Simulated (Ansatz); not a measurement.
CH6BNO2 (`NB(O)CO`) from Hartree–Fock to CCSD(T)

```tsv
atom	x (Å)	y (Å)	z (Å)
N1	-0.0047	1.4301	-0.8087
B2	-0.2638	0.2603	-0.0740
O3	-1.5030	-0.0430	0.4396
C4	0.8633	-0.8095	0.2221
O5	0.4150	-1.9274	0.9666
H6	0.9065	1.6362	-1.1773
H7	-0.6871	2.1368	-1.0198
H8	-2.1959	0.5963	0.2671
H9	1.2953	-1.1606	-0.7270
H10	1.6933	-0.3278	0.7606
H11	-0.5189	-1.7913	1.1507
```

Charge 0, multiplicity 1. The structure was optimised at the PBE0-D4/def2-TZVP level. It is one conformer, not always the lowest. Frozen core, restricted reference, Ansatz. CBS rows extrapolate triple and quadruple zeta; past MP2 they add the triple-zeta difference.

```
     basis     HF (Eh)  MP2 corr.  CCSD corr.       (T)  CCSD(T) total
  def2-SVP           ?   -0.76359    -0.80360         ?              ?
def2-TZVPP  -270.43515          ?    -0.99168  -0.03666              ?
def2-QZVPP  -270.44831          ?           –         –              –
 CBS(def2)  -270.45013   -1.09073    -1.11832     as TZ     -271.60511
```

Q: Fill in the withheld values. (Best estimate.)

A: Ansatz gave: def2-SVP HF (Eh): -270.11019; def2-SVP (T): -0.01974; def2-SVP CCSD(T) total: -270.93353; def2-TZVPP MP2 corr.: -0.96409; def2-TZVPP CCSD(T) total: -271.46349; def2-QZVPP MP2 corr.: -1.03684.
